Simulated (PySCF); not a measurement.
**Relaxation of doublet Cu₃**

These are results of UB3LYP/[Cu def2-TZVP], no relativity, density fitting, PySCF, not measurements. A (50,194) grid was used.

A start displaced from a saddle point along its imaginary mode, of C2v symmetry, held to at least that symmetry:

```xyz
3
charge 0 multiplicity 2, angstrom
Cu    0.0000   -0.2500    0.0000
Cu    0.0000    0.1250    2.3654
Cu    0.0000    0.1250   -2.3654
```

Problem. What does it relax to?

Solution. It ends at C2v with Cu–Cu 2.353 Å (×2); Cu–Cu–Cu 120.2° (after a last refinement on a finer grid). A frequency run shows a minimum. Other isomers or separated fragments may lie lower.

Problem. How much energy is released, and in how many steps?

Solution. 1.2 kJ/mol in 5 steps.

Open d and f shells are described by one determinant, and the ground state may have another occupation or spin.

The relaxation took 34 s on 4 threads of a shared Arm Neoverse V2 host, with 135 basis functions and 6 gradients; the process peaked at 1.1 GiB. Launch command: `OMP_NUM_THREADS=4 python axn.py task.json out`.
